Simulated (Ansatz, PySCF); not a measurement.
C$_{4}$H$_{12}$BNO (SMILES CCB(O)N(C)C), singlet, at a GFN2-xTB geometry, with bond 10-9 at 1.4 times its length. Base run: CASSCF(2,2)/STO-3G in PySCF.

The PySCF input:
```python
from pyscf import gto, scf, mcscf
import numpy

mol = gto.M(
    atom='''
B    -0.131937    0.248136   -0.240182
C     0.747869   -0.496898   -1.357121
C     0.585300    0.096878   -2.756858
H     0.482147   -1.556500   -1.400412
H     1.806933   -0.456004   -1.088252
H     0.874367    1.144222   -2.756899
H    -0.452639    0.037024   -3.072682
H     1.201377   -0.435557   -3.480206
O    -0.870127    1.307872   -0.658986
H    -1.594993    1.943334    0.269496
N    -0.125779   -0.190334    1.104027
C     0.669966   -1.293077    1.592840
C    -0.895599    0.398395    2.178151
H     1.348392   -0.953313    2.383418
H     0.026308   -2.074689    2.012053
H     1.258108   -1.719555    0.788406
H    -1.524221   -0.361992    2.655086
H    -0.232381    0.818959    2.943281
H    -1.544569    1.192523    1.814526
''',
    basis='sto-3g',
    charge=0,
    spin=0,
    verbose=3,
)

mf = scf.RHF(mol)
mf.kernel()
mc = mcscf.CASSCF(mf, 2, 2)
mc.fix_spin_(ss=0.0)
mc.kernel()
occ = numpy.linalg.eigvalsh(mc.fcisolver.make_rdm1(mc.ci, mc.ncas, mc.nelecas))[::-1]
ss = mc.fcisolver.spin_square(mc.ci, mc.ncas, mc.nelecas)[0]
print('natural occupations', occ.round(4), ' <S^2>', round(ss, 4))
```

Programs used: Ansatz (a program for electronic structure), PySCF; a row that names a program was run with it.

Each row names what was changed in the base input (with any setting that the change needs).

```
change                                            ΔE vs base (kcal/mol)            natural occupations  <S^2> of the state
------------------------------------------------  ---------------------  -----------------------------  ------------------
base                                                              0.000                      1.89 0.11                0.00
active space = 4 electrons, 3 orbitals                           -0.602                 2.00 1.89 0.11                0.00
orbitals = fixed (CASCI)                                          31.84                      2.00 0.00                0.00
start = MP2 natural orbitals                                      0.000                      1.89 0.11                0.00
correction = SC-NEVPT2                                           -202.7                      1.89 0.11                0.00
orbitals = fixed (CASCI); correction = SC-NEVPT2                 -189.5                      2.00 0.00                0.00
conv_tol = 1e-5                                                   31.84                      2.00 0.00                0.00
active space = 4 electrons, 6 orbitals                           -11.33  1.99 1.90 0.10 0.01 0.00 0.00                0.00
code = ansatz                                                     0.030                              -                   -
active space = 2 electrons, 3 orbitals                           -0.069                 1.89 0.11 0.00                0.00
active space = 6 electrons, 6 orbitals                           -24.72  1.98 1.98 1.90 0.10 0.02 0.02                0.00
```

Active orbitals are taken around the Fermi level unless the row says otherwise; CASSCF can end in different local minima, and two programs can end on different orbitals. State-averaged rows give the lowest state.
